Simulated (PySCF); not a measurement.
# Te³⁺ (tellurium, charge +3): PBE0 calculation

Configuration: [Kr] 4d10 5s2 5p1, 2P determinant. Calculation: PySCF 2.14, in aug-cc-pwCVDZ-PP with ECP28MDF (6s5p4d1f, 48 functions); scalar relativity through the core potential.

```
Total energy                                                  : -265.9644 hartree
One-electron energy                                           : -440.7633 hartree
Hartree (Coulomb) energy                                      : 194.6576 hartree
Exchange-correlation energy                                   : -19.8587 hartree
⟨S²⟩                                                          : 0.7521
⟨L²⟩                                                          : 2.007
Sum of ⟨r⟩                                                    : 22.38 bohr
Sum of ⟨r²⟩                                                   : 30.70 bohr²
Traceless quadrupole moment −½Σ⟨3z² − r²⟩ along its main axis : -2.19 e·bohr²
```

| shell | electrons | mean orbital energy (hartree) | spread (hartree) | rms radius, mean of both spins (bohr) |
| --- | --- | --- | --- | --- |
| 4s α | 1 | -7.47711 | 0 | 0.819 |
| 4s β | 1 | -7.47223 | 0 | 0.819 |
| 4p α | 3 | -5.59622 | 0.01744 | 0.882 |
| 4p β | 3 | -5.59122 | 0.02819 | 0.882 |
| 4d α | 5 | -2.76772 | 0.02062 | 1.04 |
| 4d β | 5 | -2.76135 | 0.03056 | 1.04 |
| 5s α | 1 | -1.63804 | 0 | 2.04 |
| 5s β | 1 | -1.59084 | 0 | 2.04 |
| 5p α | 1 | -1.22509 | 0 | 2.37 |

Energies and moments cover only the electrons outside the core potential.
